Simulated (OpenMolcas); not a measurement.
A calculation on W⁺.

* Program: OpenMolcas 26.06
* Method: SS-RASPT2, IPEA 0.25 Eh, imaginary shift 0.1 Eh (closed shells correlated: 5s 5p)
* Basis: ANO-RCC-VTZP [8s7p5d3f2g1h]
* Scalar Hamiltonian: DKH2, point nucleus
* Active space: 5 electrons in 9 orbitals (RAS2 5d 6s; RAS3 6p, at most 2 electrons)
* State averaging: 2S+1 = 6 even, 6 roots; 2S+1 = 4 even, 84 roots kept (CI in the orbitals of an earlier block); 2S+1 = 2 even, 90 roots kept (CI in the orbitals of an earlier block); 2S+1 = 6 odd, 44 roots (31 in the spin-orbit step); 2S+1 = 4 odd, 69 roots kept (CI in the orbitals of an earlier block, 8 in the spin-orbit step); 2S+1 = 2 odd, 25 roots kept (CI in the orbitals of an earlier block, 1 in the spin-orbit step)
* Spin-orbit coupling: RASSI with atomic mean-field integrals over the reference wave functions, term energies averaged over their components

Question: Which level of the active space comes out lowest?

Answer: 5d⁴ 6s ⁶D_1/2, with 80 % of that term; it is also the measured ground level.

Question: How high does 5d³ 6s² ⁴F_7/2 lie?

Answer: 1.802 eV above the lowest level.

Question: How high does 5d⁵ ⁶S_5/2 lie?

Answer: 1.006 eV above the lowest level; measured 0.9200 eV above the ground level, so the calculation is off by +9 %.

Question: How high does 5d⁴ 6s ⁶D_3/2 lie?

Answer: 0.1989 eV above the lowest level; measured 0.1883 eV above the ground level, so the calculation is off by +6 %.

Question: The level at 1.443 eV has J = 3/2. What is it made of, and what is its g factor?

Answer: 54 % 5d⁴ 6s ⁴P_3/2(1), 27 % 5d³ 6s² ⁴F, 7 % 5d⁴ 6s ⁴D(1); g = 1.298, against 1.735 from Landé's formula for the pure leading term.

Measured values: NIST Handbook of Basic Atomic Spectroscopic Data.

Term energies are means over components that CASPT2 splits; among the terms shown or strongly mixed into the levels shown the widest spread is 170 cm-1 (5d³ 6s² ⁴F). Some high roots are left out of the spin-orbit mixing, which shifts the levels that they would mix with. Terms from blocks run as CI alone lack orbitals of their own. Configurations are named by rounded mean occupations; where the s occupation lies near a half they are strongly mixed, a name can repeat and a true partner stay unpaired. A single d shell beside an s shell can misplace configurations of different d count against each other. Measured partners are found by configuration, term and J. A level has none where our copy of the source lacks it or the pairing is in doubt (some pairs that miss far off the trend of their configuration count as doubtful), and it then counts in no deviation. Only configurations of the active space appear.

A number in round brackets counts repeated terms of one configuration in the order of the reference energies.
